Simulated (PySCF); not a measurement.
Compound: vinyldifluoroborane, C2H3BF2.
Z-matrix (Å and degrees, PBE0-D3(BJ)/def2-SVP geometry), rows numbered from 1:
```
C 
C   1  1.3401
B   2  1.5480  1  121.34
F   3  1.3227  2  121.52  1     0.00
F   3  1.3211  2  121.98  1  -179.96
H   1  1.0953  2  121.00  3    -0.07
H   1  1.0951  2  122.48  3   179.98
H   2  1.0956  1  119.21  3   179.99
```

Method: MP2 and CCSD/aug-cc-pVDZ in PySCF, restricted Hartree–Fock reference, frozen core, non-relativistic, gas phase, PBE0-D3(BJ)/def2-SVP geometry.

E(HF) = -301.19201 Eh.

Problem. How large is the problem?

Solution. 142 basis functions and 38 electrons; 5 orbitals frozen, which leaves o = 14 correlated occupied and v = 123 virtual orbitals. That is o·v = 1722 singles and o·v(o·v + 1)/2 = 1483503 distinct closed-shell doubles amplitudes before symmetry; the costliest CCSD step grows as o²v⁴ = 4.5 × 10^10.

Problem. What are the MP2 and CCSD correlation energies?

Solution. MP2 -0.7529 Eh and CCSD -0.7821 Eh, which gives totals of -301.94493 and -301.97407 Eh. That is 0.760 eV for each correlated electron at CCSD (2053 kJ/mol in all, 0.259 % of the total energy); MP2 gives 96.3 % of the CCSD value.

Problem. What is the T1 diagnostic?

Solution. 0.0139, below the customary warning level of 0.02. It is the norm of the spatial-orbital singles amplitudes over the root of the number of correlated electrons, so the norm is 0.074.

Problem. How does correlation change the dipole moment?

Solution. HF gives 2.29 D and CCSD (unrelaxed density) 1.94 D, a change of -0.35 D.

No triples correction and no basis-set extrapolation were made.

The job also held the EOM ionisation roots. The run took 3.4 min of wall time on one thread of an Arm Neoverse V1 (shared host), and the process peaked at 2.5 GiB of memory.
